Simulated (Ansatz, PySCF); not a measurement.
C$_{2}$H$_{3}$AlCl$_{2}$O$_{2}$ (SMILES CC(=O)[O][Al]([Cl])[Cl]), singlet, at the geometry of the source list, atoms displaced at random by about 0.03 Å a coordinate. Base run: HF/STO-3G, gradient in PySCF.

PySCF was given this input:
```python
from pyscf import gto, scf

mol = gto.Mole()
mol.atom = '''
    Al   -0.43987160    2.17473180    0.48282631
    Cl    0.76831352    3.23793966   -0.68896301
    Cl   -1.74499499    2.76113377    1.94891361
    O    -0.60198812    0.51299362    0.14799458
    C     0.43030040   -0.41086498    0.13055669
    C     0.04015139   -1.74934681   -0.50278539
    O     1.41412437   -0.24418186    0.73988306
    H     0.98245578   -2.36347176   -0.53298218
    H    -0.22112152   -1.54895542   -1.59646404
    H    -0.73037858   -2.23739539   -0.02599732
'''
mol.basis = 'sto-3g'
mol.verbose = 4
mol.build()

mf = scf.RHF(mol)
mf.kernel()
g = mf.nuc_grad_method()
grad = g.kernel()
```

Programs used: Ansatz (a program for electronic structure), PySCF; a row that names a program was run with it.

The coordinate followed is y of atom 9.

Variants of this job, named by their change:

```
change                                                  dE/dx (Eh/bohr)  net force (Eh/bohr)
------------------------------------------------------  ---------------  -------------------
base                                                           0.011175             0.000000
finite difference step (bohr) = 0.2; conv_tol = 1e-11          0.011505                    -
finite difference step (bohr) = 1e-4; conv_tol = 1e-11         0.011175                    -
conv_tol = 1e-11                                               0.011175             0.000000
density fitting = on; auxbasis_response = off                  0.011173             0.000730
density fitting = on                                           0.011179             0.000000
finite difference step (bohr) = 1e-3; conv_tol = 1e-11         0.011175                    -
code = ansatz                                                  0.011175             0.000000
finite difference step (bohr) = 0.05; conv_tol = 1e-11         0.011196                    -
conv_tol = 1e-4                                                0.011202             0.000000
conv_tol = 1e-6                                                0.011177             0.000000
finite difference step (bohr) = 1e-5; conv_tol = 1e-11         0.011175                    -
```

The net force is zero for an exact gradient.
